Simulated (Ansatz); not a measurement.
```yaml
crystal:
  periodic: [false, false, false]
  atoms:
    - {symbol: C, position_ang: [-0.173512, -0.818799, 1.991605]}
    - {symbol: D, position_ang: [-0.179409, 0.385441, 0.370615]}
    - {symbol: Mo, position_ang: [0.155193, -0.112601, -1.271152]}
    - {symbol: O, position_ang: [1.258588, -1.317684, -1.096633]}
    - {symbol: O, position_ang: [1.299598, 1.551622, -1.199817]}
    - {symbol: O, position_ang: [-0.954039, -0.202093, -2.474071]}
    - {symbol: H, position_ang: [0.217703, -0.146419, 2.270204]}
    - {symbol: H, position_ang: [0.191301, -1.467613, 1.883636]}
    - {symbol: H, position_ang: [-1.392931, -1.119782, 1.736508]}
    - {symbol: H, position_ang: [1.232546, 2.171110, -0.576217]}
    - {symbol: H, position_ang: [-1.808563, 0.002385, -1.959473]}
basis:
  gaussian: {orbitals: x2c-TZVPPall, nuclear_model: gaussian}
magnetization: {spin_polarized: true, initial_magnetization: 2}
hamiltonian: {xc: {name: SPW92}}
output: {forces: true}
```

```sh
$ ansatz run in.yaml --threads 4 --pin off --events-out ev --progress --plain --max-ram 11315MiB
```

Output, abridged:

```
Error: YAML parse error: error: line 5 column 16: `D` is not an element symbol (H … Og, case-exact)
 --> <input>:5:16
3 |   atoms:
4 |     - {symbol: C, position_ang: [-0.173512, -0.818799, 1.991605]}
5 |     - {symbol: D, position_ang: [-0.179409, 0.385441, 0.370615]}
6 |     - {symbol: Mo, position_ang: [0.155193, -0.112601, -1.271152]}
7 |     - {symbol: O, position_ang: [1.258588, -1.317684, -1.096633]}
```

(1) What is wrong with this run?

Answers

(1) An element symbol is wrong. The program refused the input.
